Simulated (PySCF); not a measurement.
**Run times: niobium in aug-cc-pwCVQZ-PP with ECP28MDF**

Measured wall times of calculations with PySCF 2.14 in aug-cc-pwCVQZ-PP with ECP28MDF, with scalar relativity through the core potential, run from one Python driver. Hardware: 2 threads of Neoverse-V2 on a shared host, 2.6 GiB allowed. The two-electron integrals over 180 functions were computed once and kept in memory (9.6 CPU seconds with the set-up); the times below exclude them. Kohn-Sham runs start from converged Hartree-Fock orbitals.

Launch command (the driver calls PySCF for each step listed in the task file):

```bash
OMP_NUM_THREADS=2 python atomrun2.py TASK.json OUT
```

```tsv
species	step	iterations	wall time (s)
Nb²⁺ [Kr] 4d3	UHF	6	7.3
Nb²⁺ [Kr] 4d3	LDA	5	1.5
Nb²⁺ [Kr] 4d3	PBE	5	1.7
Nb²⁺ [Kr] 4d3	PBE0	5	4.6
Nb²⁺ [Kr] 4d3	r2SCAN	5	5
Nb²⁺ [Kr] 4d3	MP2 (3 electrons)		0.89
Nb²⁺ [Kr] 4d3	MP2 (11 electrons)		3.6
```

Peak memory of the process: 1.5 GiB. Times on a shared host vary from run to run.
